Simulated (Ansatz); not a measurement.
## Equilibrium of HCl + SnH3(NH2) ⇌ NH3 + SnH3Cl at process temperatures

Gas-phase species: HCl (hydrogen chloride), singlet; SnH3(NH2), singlet; NH3 (ammonia) `N`, singlet; SnH3Cl `[Cl][SnH3]`, singlet. The partners trade Cl for NH2: H–Cl and Sn–NH2 bonds give way to H–NH2 and Sn–Cl.

The electronic reaction energy at CCSD(T)/def2-TZVPP is -95.9 kJ/mol. Shapes: PBE0-D4/def2-TZVP. Programs: Ansatz 0.2.0. Enthalpy and entropy come from rigid-rotor, harmonic-oscillator sums on unscaled PBE0-D4/def2-TZVP wavenumbers, ideal gases at 1 bar. Symmetry numbers: HCl 1, SnH3(NH2) 1, NH3 3, SnH3Cl 3. R = 8.3145 J/(mol K).

| T (K) | ΔH (kJ/mol) | ΔS (J/(mol K)) |
| --- | --- | --- |
| 300 | -86.6 | -8.7 |
| 500 | ? | ? |
| 700 | -90.1 | -16.1 |

Task: Work out ln K at 300 and 700 K, and from these estimate it at 500 K.

Result: 
1. 300 K: ΔG = -86.6 − 300 × (-8.7)/1000 = -84.0 kJ/mol; ln K = −ΔG/RT = +33.68.
2. 700 K: ΔG = -90.1 − 700 × (-16.1)/1000 = -78.8 kJ/mol; ln K = −ΔG/RT = +13.54.
3. Slope against 1000/T: (+13.54 − (+33.68))/(1.4286 − 3.3333) = +10.57, that is −ΔH/R with ΔH near -88 kJ/mol.
4. 500 K: ln K = +33.68 + (+10.57) × (2.0000 − 3.3333) = +19.59.

The full sums give ΔH = -88.3 kJ/mol, ΔS = -13.0 J/(mol K), ΔG = -81.8 kJ/mol and ln K = +19.68 at 500 K, so the line is off by -0.09 in ln K; without rounding the miss is -0.09, from the change of ΔH with temperature. The products are favoured over this whole range. An error of 10 kJ/mol in the energy moves ln K by 2.4 at 500 K. Soft modes are treated as harmonic, which can err either way at these temperatures; the lowest are those of SnH3(NH2) (124 cm⁻¹). Other reactions of these species are left aside. For atoms past krypton def2 sets carry core potentials with scalar relativity. Outer-core shells of Sn are correlated, in sets that cover them unevenly.
